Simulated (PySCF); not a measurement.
C2H4ClNSi, SMILES N#CC[SiH2]Cl. Atoms are numbered in the order given.

```xyz
9

N      2.7614    -0.4573    -0.3150
C      1.8993     0.3133    -0.2357
C      0.7844     1.2433    -0.1550
Si    -0.8925     0.4372    -0.5539
Cl    -1.2840    -1.0192     0.8640
H      0.7332     1.6799     0.8565
H      0.9414     2.0761    -0.8631
H     -1.9347     1.4927    -0.4766
H     -0.8490    -0.1816    -1.9007
```
Charge 0, spin multiplicity 1.

Geometry optimised at B3LYP-D3(BJ)/def2-SVP. The structure was generated by enumeration, and PubChem lists no compound with its InChIKey, so it may never have been made. One conformer was computed; it need not be the lowest.

Two levels are set side by side: PBE/pcSseg-1 (PySCF) and KT2/pcSseg-1 (PySCF). GIAO shifts against HCl (³⁵Cl), NH3 (¹⁵N), TMS (²⁹Si), TMS (¹H), TMS (¹³C) at the same level; non-relativistic, no solvent, atoms listed together averaged. Without spin–orbit terms, shifts of atoms bonded to Cl or Br come out too high at both levels. Differences are taken from unrounded values.

```tsv
quantity	KT2	PBE	PBE minus KT2
δ(¹⁵N) of N1 (ppm)	288.6	307.6	18.9
δ(¹³C) of C2 (ppm)	108.9	117.0	8.1
δ(¹³C) of C3 (ppm)	9.8	9.4	-0.4
δ(²⁹Si) of Si4 (ppm)	-4.3	-3.6	0.7
δ(³⁵Cl) of Cl5 (ppm)	-28.3	-29.2	-0.9
```

Rough cost on one machine, each run with all the roots and properties that it gave: KT2 against PBE within a factor of 2.
